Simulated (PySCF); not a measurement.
Molecule: `ClB(/C=C\C=C)Cl`, C₄H₅BCl₂.

Cartesian coordinates in Å; atom numbers follow the order of the lines, from 1:
```xyz
12

C    -2.2867    0.2589   -0.6208
C    -0.9763    0.3560   -0.3965
C    -0.2467   -0.6597    0.3153
C     1.0753   -0.6754    0.5954
B     2.1909    0.3356    0.2632
Cl    3.7980   -0.0331    0.8011
Cl    1.9955    1.8140   -0.6025
H    -2.8309    1.0197   -1.1530
H    -2.8579   -0.5895   -0.2781
H    -0.4250    1.2132   -0.7495
H    -0.8517   -1.4953    0.6521
H     1.4167   -1.5452    1.1472
```

Frames of a GFN2-xTB Langevin trajectory at 300 K; GIAO PBE0/pcSseg-1 shieldings in PySCF 2.14.0 with density-fitted response routines, gas phase, non-relativistic; equivalent atoms averaged within each frame.

References, each an isolated molecule treated in the same way: 13C (σ = 186.93 ppm) and 1H (σ = 31.72 ppm) against TMS; 11B (σ = 100.07 ppm) vs BF3·OEt2; 35Cl (σ = 949.78 ppm) against HCl. The references are static minima.

Q: How do the shifts (ppm) fluctuate along the trajectory?

A: 
| time (fs) | C3 | C2 | C1 | C4 | B5 | Cl6/Cl7 | H10 | H11 | H12 | H8 |
| --- | --- | --- | --- | --- | --- | --- | --- | --- | --- | --- |
| optimised geometry | 165.9 | 143.5 | 137.9 | 135.2 | 50.3 | 266 | 8.54 | 7.28 | 6.32 | 6.05 |
| 250 | 161.8 | 154.1 | 141.2 | 138.5 | 51.4 | 284 | 7.62 | 7.61 | 6.72 | 6.02 |
| 425 | 172.3 | 152.8 | 135.2 | 137.3 | 49.3 | 275 | 8.45 | 7.76 | 6.62 | 5.87 |
| 625 | 168.9 | 139.3 | 137.4 | 135.0 | 51.3 | 266 | 8.33 | 7.24 | 5.64 | 5.61 |
| 800 | 171.1 | 149.4 | 141.1 | 133.3 | 51.2 | 292 | 8.74 | 7.94 | 6.56 | 6.20 |
| 1000 | 170.7 | 146.6 | 141.7 | 131.2 | 48.5 | 261 | 8.20 | 7.30 | 6.15 | 6.17 |
| mean of frames | 169.0 | 148.4 | 139.3 | 135.1 | 50.3 | 276 | 8.27 | 7.57 | 6.34 | 5.97 |
| standard deviation | 4.2 | 5.9 | 2.9 | 3.0 | 1.4 | 12 | 0.41 | 0.30 | 0.45 | 0.24 |

5 frames give an uncertainty of the mean of about the standard deviation over 2.2 at best, since frames this close in time may not be independent; classical motion lacks zero-point vibration, and the reference would need the same averaging.
